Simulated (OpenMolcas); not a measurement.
**Sb+: effect of correlating more closed shells**

* Program: OpenMolcas
* Basis: ANO-RCC-VQZP [8s7p5d3f2g]
* Scalar Hamiltonian: DKH2, point nucleus
* Active space: 2 electrons in 3 orbitals (5p)
* State averaging: 2S+1 = 3 even, 3 roots; 2S+1 = 1 even, 6 roots
* Spin-orbit coupling: state interaction with AMFI integrals over the reference wave functions, term energies averaged over their components

Methods on the same reference wave functions:
A. CASSCF
B. SS-CASPT2, IPEA 0.25 Eh, imaginary shift 0.1 Eh (closed shells correlated: 5s)
C. SS-CASPT2, IPEA 0.25 Eh, imaginary shift 0.1 Eh (closed shells correlated: 4d 5s)

Energies in cm-1 above 5s2 5p2 3P0, the measured ground level; measured values from NIST Handbook of Basic Atomic Spectroscopic Data.

| Level | A | B | C | Measured |
| --- | --- | --- | --- | --- |
| 5s2 5p2 3P0 | 0.0 | 0.0 | 0.0 | 0.0 |
| 5s2 5p2 3P1 | 2436 | 2620 | 2630 | 3055 |
| 5s2 5p2 3P2 | 5100 | 5040 | 5040 | 5658 |
| 5s2 5p2 1D2 | 14178 | 11990 | 11960 | 12790 |
| 5s2 5p2 1S0 | 28312 | 23240 | 23030 | 23906 |

Deviations, from unrounded energies. A percentage is the sum of absolute deviations over the sum of measured energies, with the sign that they share, or ± where signs differ.

```json
{"Against measurement": "mean absolute deviation (cm-1)", "Levels": "4", "A": "1700", "B": "630", "C": "690"}
{"Against measurement": "fine structure of the ground term (%)", "Levels": "2", "A": "-13.5", "B": "-12.1", "C": "-12.0"}
{"Against measurement": "other terms of the ground configuration (%)", "Levels": "2", "A": "+15.8", "B": "-4.0", "C": "-4.6"}
```

B lies closest to measurement on these levels and A furthest from it. The largest miss of B in the table is 5s2 5p2 1D2, by -800 cm-1. The ranking rests on the paired levels alone, and a cruder setting can come out closer through cancelling errors.

Between B and C the level of the table that moves most is 5s2 5p2 1S0, by 200 cm-1 (lowest in C, highest in B). Moves below CASPT2's spread within the term are not significant.

The mean deviations of B to C differ by less than CASPT2's widest spread within a term (92 cm-1), so their order carries little weight.

From A to B the spin-free energies of the other terms of 5s2 5p2 shown, above 3P, scale by factors of 0.72 to 0.77.

The lowest spin-free term lies below A's lowest term by 0.051 hartree in B, 0.518 hartree in C.

What an inner shell adds also hangs on whether the basis holds functions to correlate it.

CASPT2 does not keep the components of a term degenerate, so their means are used; among the terms shown or strongly mixed into the levels shown the widest spread is 92 cm-1 (5s2 5p2 1D, B). With the s shell closed, the reference lacks s² → p² mixing. Measured partners are found by configuration, term and J. A level has none where our copy of the source lacks it or the pairing is in doubt (some pairs that miss far off the trend of their configuration count as doubtful), and it then counts in no deviation. Only configurations of the active space appear.
